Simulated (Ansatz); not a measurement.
Basis sets compared for the cluster Na2Cl2. Total charge 0; singlet. Geometry PBE0-D4/def2-TZVP. Ansatz on 4 threads of Arm Neoverse V1 on a shared host; times are rough, and most runs start from earlier orbitals.

```xyz
4

Na   -1.088    0.748    0.894
Na    1.088   -0.749   -0.894
Cl    0.704   -0.892    1.604
Cl   -0.704    0.892   -1.604
```

The structure comes from a short search, and lower isomers may exist.

| level | functions | energy (Eh) | HOMO (eV) | LUMO (eV) | wall time |
| --- | --- | --- | --- | --- | --- |
| PBE-D4/def2-SVP | 66 | -1244.1791 | -5.69 | -1.46 | 0.71 s |
| PBE-D4/def2-TZVP | 138 | -1244.6147 | -6.01 | -1.54 | 1.3 s |
| r2SCAN-D4/def2-TZVP | 138 | -1245.1097 | -6.33 | -0.86 | 3.5 s |
| PBE0-D4/def2-SVP | 66 | -1244.2924 | -7.06 | -0.90 | 0.85 s |
| PBE0-D4/def2-TZVP | 138 | -1244.7214 | -7.36 | -0.98 | 2 s |

(1) Estimate the rows for PBE-D4/def2-TZVPD, r2SCAN-D4/def2-TZVPD, PBE0-D4/def2-TZVPD.

## Answers

(1) 
```json
{"level": "PBE-D4/def2-TZVPD", "functions": "162", "energy (Eh)": "-1244.6169", "HOMO (eV)": "-6.07", "LUMO (eV)": "-1.55", "wall time": "1.8 s"}
{"level": "r2SCAN-D4/def2-TZVPD", "functions": "162", "energy (Eh)": "-1245.1114", "HOMO (eV)": "-6.36", "LUMO (eV)": "-0.87", "wall time": "4 s"}
{"level": "PBE0-D4/def2-TZVPD", "functions": "162", "energy (Eh)": "-1244.7233", "HOMO (eV)": "-7.40", "LUMO (eV)": "-0.98", "wall time": "2.9 s"}
```
